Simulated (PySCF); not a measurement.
Polarisability and C₆ of C (carbon, neutral)

[He] 2s2 2p2, high-spin 3P determinant. Calculation: PySCF 2.14, in def2-QZVPPD (8s4p4d2f1g, 63 functions); the non-relativistic Hamiltonian (point nucleus). Coupled (time-dependent) response in atomic units; α is the mean over directions.

| method | mean α (bohr³) | α xx, yy, zz | C₆ (like pair) | S(−4) |
| --- | --- | --- | --- | --- |
| UHF | 11.94 | 10.89, 12.47, 12.47 | 46.17 | 94.86 |
| PBE | 13.27 | 11.34, 14.23, 14.23 | 53.64 | 108.4 |
| PBE0 | 12.58 | 10.95, 13.40, 13.40 | 50.21 | 93.39 |
| TPSS | 12.94 | 11.15, 13.83, 13.83 | 52.59 | 99.14 |
| PW91 | 13.16 | 11.29, 14.10, 14.10 | 53.00 | 106.7 |

S(−4) is the Cauchy moment in α(ω) = α(0) + S(−4) ω² + …

Reference α: 11.3 ± 0.4 bohr³ (recommended; Schwerdtfeger and Nagle, table of static dipole polarizabilities (2023 update)). Published C₆: 46.60 (Chu and Dalgarno (2004); Tang, Norbeck and Certain (1976)).

α(iu) at TPSS:

| u (hartree) | α(iu) (bohr³) |
| --- | --- |
| 0 | 12.94 |
| 0.0500 | 12.70 |
| 0.100 | 12.04 |
| 0.200 | 10.15 |
| 0.300 | 8.225 |
| 0.500 | 5.392 |
| 0.750 | 3.402 |
| 1.00 | 2.315 |
| 1.50 | 1.258 |
| 2.00 | 0.7870 |
| 3.00 | 0.3923 |
| 5.00 | 0.1572 |

A single London oscillator, α(iu) = α/(1 + u²/ω²), gives C₆ = (3/4) ω α². Matching the computed C₆ needs ω = 4 × 52.59 / (3 × 12.94²) = 0.419 hartree.

The components differ because the open shell of this determinant is not spherical; for a pure term their mean is the scalar polarisability.
